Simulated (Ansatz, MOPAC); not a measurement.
# A ladder of methods for CH3Cl3Si (methyltrichlorosilane)

CH3Cl3Si, singlet, SMILES `C[Si](Cl)(Cl)Cl`. Each level relaxes the structure for itself.

Quantity: the highest harmonic wavenumber at each level's own minimum, in cm⁻¹. The values are calculated.

```json
{"level": "AM1", "kind": "semi-empirical", "program": "MOPAC", "value (cm⁻¹)": "3155"}
{"level": "PM6", "kind": "semi-empirical", "program": "MOPAC", "value (cm⁻¹)": "2741"}
{"level": "PM6-D3H4", "kind": "semi-empirical", "program": "MOPAC", "value (cm⁻¹)": "2802"}
{"level": "PM6-DH+", "kind": "semi-empirical", "program": "MOPAC", "value (cm⁻¹)": "2741"}
{"level": "HF/STO-3G", "kind": "Hartree–Fock", "program": "Ansatz", "value (cm⁻¹)": "3763"}
{"level": "HF/3-21G", "kind": "Hartree–Fock", "program": "Ansatz", "value (cm⁻¹)": "3285"}
{"level": "HF/6-31G* (Cartesian functions)", "kind": "Hartree–Fock", "program": "Ansatz", "value (cm⁻¹)": "3290"}
{"level": "PBE/def2-SVP", "kind": "GGA", "program": "Ansatz", "value (cm⁻¹)": "3096"}
{"level": "PBE0-D4/def2-TZVP", "kind": "global hybrid", "program": "Ansatz", "value (cm⁻¹)": "3154"}
{"level": "B3LYP/6-31G* (Cartesian functions)", "kind": "global hybrid", "program": "Ansatz", "value (cm⁻¹)": "3147"}
```

Harmonic and unscaled. The values span 2741 to 3763 cm⁻¹. Without the sets that lack polarisation functions the rows with a basis span only 3096 to 3290 cm⁻¹.
